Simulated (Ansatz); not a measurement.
Ideal-gas functions of CH$_{4}$ClFOSn, SMILES `[OH][SnH]([Cl])[CH2]F` at 298.15 K and 1 bar, from an Ansatz frequency run at PBE0-D4/def2-TZVP.

Molar mass 205.2 g/mol, point group C1 (symmetry number 1), electronic degeneracy 1, moments of inertia 165.227, 340.894, 444.021 u Å². Harmonic wavenumbers (cm⁻¹, unscaled): 22, 96, 119, 123, 192, 242, 367, 510, 564, 583, 635, 751, 846, 1071, 1247, 1276, 1470, 1960, 3070, 3141, 3893.

Use S(trans) = R[1.5 ln M + 2.5 ln T − 1.1517]; rotational temperatures θ = 24.2544 K / I; S(rot) = R[ln(√π/σ · √(T³/θAθBθC)) + 1.5]; for each mode x = 1.438777 ν̃/T, S = R[x/(eˣ − 1) − ln(1 − e⁻ˣ)] and H = RT x/(eˣ − 1); 1 cm⁻¹ = 0.0119627 kJ/mol; R = 8.31446 J/(mol·K).

Task: By hand: the entropy, in J/(mol·K).

Result: Translation 175.3. Rotation: θ = 0.1468, 0.0711, 0.0546 K, giving 119.3. Vibration, mode by mode: 26.97, 14.79, 13.04, 12.77, 9.24, 7.48, 4.57, 2.65, 2.16, 2.01, 1.65, 1.05, 0.72, 0.29, 0.14, 0.13, 0.06, 0.01, 0.00, 0.00, 0.00, in all 99.7. Electronic 0.0. Sum 394.3 J/(mol·K).

Task: By hand: H − E and G − E in kJ/mol, counted from the electronic energy.

Result: Zero-point energy ½ × 22178 × 0.0119627 = 132.7; thermal vibration 14.1; translation, rotation and pV give 4 RT = 9.9. H − E = 156.7 kJ/mol, and G − E = 156.7 − 298.15 × 394.3/1000 = 39.1 kJ/mol.

Vibration gives 25 % of the entropy, 67.6 J/(mol·K) of it from the modes under 150 cm⁻¹: soft modes count most, and the harmonic formula is weakest for them. The sum counts one conformer and one mirror image; others add a mixing term.
